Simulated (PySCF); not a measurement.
Working with the constants of BeN

PBE0 constants of BeN, ⁴Σ⁻ (quartet), unpaired electrons σ ↑, π ↑↑ (Be def2-TZVP, N def2-TZVP; no relativity (PySCF 2.14); masses 9.0122 and 14.0031 u):

| Quantity | Value |
| --- | --- |
| ωe | 944.1 cm⁻¹ |
| ωexe | 9.56 cm⁻¹ |
| Be | 1.1936 cm⁻¹ |
| αe | 0.0168 cm⁻¹ |
| De to Be + N | 2.01 eV |

Question: What force constant and bond length do these constants imply?

Answer: Reduced mass μred = 5.4832 u; k = 5.8918×10⁻⁷·μred·ωe² (u, cm⁻¹, mdyn/Å) = 2.88 mdyn/Å; Re = √(16.8576/(μred·Be)) (u, cm⁻¹, Å) = 1.605 Å.

Question: Estimate the centrifugal constant D from the Kratzer relation and find the Dunham coefficient a1.

Answer: D = 4Be³/ωe² = 7.63e-06 cm⁻¹; a1 = −1 − αeωe/(6Be²) = -2.86.

The state is the lowest determinant that a PBE0 search found; another state may lie lower at other levels.
